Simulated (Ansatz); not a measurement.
Basis sets compared for GeCl(NHMe)3 (C₃H₁₂ClGeN₃). Total charge 0; singlet. Geometry PBE0-D4/def2-SVP. Ansatz on 2 threads of AMD EPYC 7R13 on a shared host and a share (18 GiB) of an NVIDIA H100 80GB HBM3; times are rough, and most runs start from earlier orbitals.

```xyz
20

Ge    0.0007   -0.0099    0.0379
Cl    0.1385    0.1943   -2.1487
N     1.4957    0.6858    0.7788
C     2.7827    0.6733    0.1208
H     1.3126    1.5277    1.3162
H     3.5959    0.7916    0.8566
H     2.9431   -0.2958   -0.3772
H     2.9067    1.4538   -0.6543
N    -0.1422   -1.7654    0.4476
C    -0.8182   -2.7170   -0.4050
H     0.6903   -2.1322    0.8984
H    -1.0936   -3.6203    0.1644
H    -1.7566   -2.2835   -0.7845
H    -0.2337   -3.0350   -1.2891
N    -1.4579    0.8830    0.6252
C    -1.9504    2.0836   -0.0115
H    -2.1884    0.2642    0.9630
H    -2.6052    2.6457    0.6751
H    -1.1100    2.7489   -0.2637
H    -2.5098    1.9072   -0.9499
```

Binding counts from free atoms (Ge triplet, Cl doublet, N quartet, C triplet, H doublet) in the same basis, without a counterpoise term.

| level | functions | energy (Eh) | HOMO (eV) | LUMO (eV) | binding per atom (eV) | wall time |
| --- | --- | --- | --- | --- | --- | --- |
| PBE-D4/def2-SVP | 194 | -2821.5964 | -5.26 | -0.06 | 3.84 | 11 s |
| PBE-D4/def2-TZVP | 343 | -2822.3443 | -5.50 | -0.53 | 3.82 | 8 s |
| PBE0-D4/def2-SVP | 194 | -2821.7284 | -6.72 | 0.91 | 3.77 | 8.5 s |
| PBE0-D4/def2-TZVP (with forces) | 343 | -2822.4670 | -6.89 | 0.39 | 3.75 | 11 s |
| r2SCAN0-D4/def2-TZVP | 343 | -2822.9489 | -7.09 | 0.67 | 3.67 | 10 s |

**Question.** Estimate the rows for PBE-D4/def2-TZVPD, PBE0-D4/def2-TZVPD, r2SCAN0-D4/def2-TZVPD.

**Answer.** 
| level | functions | energy (Eh) | HOMO (eV) | LUMO (eV) | binding per atom (eV) | wall time |
| --- | --- | --- | --- | --- | --- | --- |
| PBE-D4/def2-TZVPD | 430 | -2822.3489 | -5.58 | -0.88 | 3.82 | 9.5 s |
| PBE0-D4/def2-TZVPD | 430 | -2822.4707 | -6.94 | -0.13 | 3.75 | 7 s |
| r2SCAN0-D4/def2-TZVPD | 430 | -2822.9520 | -7.13 | 0.21 | 3.68 | 9 s |
